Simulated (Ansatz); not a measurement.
Consider the formal exchange of groups at a Ga–B bond: `[NH2][Ga]([SiH3])[BH]F` + ethylene → `C=[CH][Ga]([NH2])[SiH3]` + `BF`.

Program: Ansatz. Geometries: PBE0-D4/def2-TZVP. ΔE: electronic, gas phase. CCSD(T)/CBS adds triple-zeta CCSD(T) − MP2 to the extrapolated MP2 energy (def2 sets, frozen cores). This one scheme is used for every species. Functionals use def2-TZVPP. For Ga outer-core shells are correlated without core-valence functions, which leaves a few kJ/mol of doubt a bond. Scalar relativity is left out up to krypton. Each species was taken in one conformer, which may not be the lowest.

```json
{"level": "PBE-D4", "ΔE (kcal/mol)": "-2.9", "difference from CCSD(T)/CBS": "3.0"}
{"level": "PBE0-D4", "ΔE (kcal/mol)": "-4.1", "difference from CCSD(T)/CBS": "1.8"}
{"level": "ωB97X-V", "ΔE (kcal/mol)": "-5.0", "difference from CCSD(T)/CBS": "0.9"}
{"level": "B2PLYP", "ΔE (kcal/mol)": "-5.4", "difference from CCSD(T)/CBS": "0.5"}
{"level": "r2SCAN", "ΔE (kcal/mol)": "-4.2", "difference from CCSD(T)/CBS": "1.7"}
{"level": "MP2/def2-TZVPP", "ΔE (kcal/mol)": "-8.3", "difference from CCSD(T)/CBS": "-2.4"}
{"level": "SCS-MP2/def2-QZVPP", "ΔE (kcal/mol)": "-7.6", "difference from CCSD(T)/CBS": "-1.7"}
{"level": "HF/CBS(def2)", "ΔE (kcal/mol)": "-6.8", "difference from CCSD(T)/CBS": "-0.9"}
{"level": "MP2/CBS(def2)", "ΔE (kcal/mol)": "-8.0", "difference from CCSD(T)/CBS": "-2.1"}
{"level": "CCSD/CBS(def2)", "ΔE (kcal/mol)": "-5.8", "difference from CCSD(T)/CBS": "0.1"}
{"level": "CCSD(T)/CBS", "ΔE (kcal/mol)": "-5.9", "difference from CCSD(T)/CBS": "0"}
```

Largest T1 diagnostic among the species: 0.015.

The D4 term adds −1.3 kcal/mol with B3LYP and −0.8 kcal/mol with PBE0; it sums over pairs of atoms, weighted by their polarisabilities, and B3LYP, whose exchange is more repulsive, gets the larger term. From PBE to PBE0 (25 % exact exchange), in def2-TZVPP and without D4, ΔE moves by −1.2 kcal/mol.

CCSD(T)/CBS has its own doubt, a few kJ/mol and more with outer-core shells, so smaller differences from it don't rank the levels.

B3LYP here is the variant with VWN-RPA as its local correlation; programs differ in this.
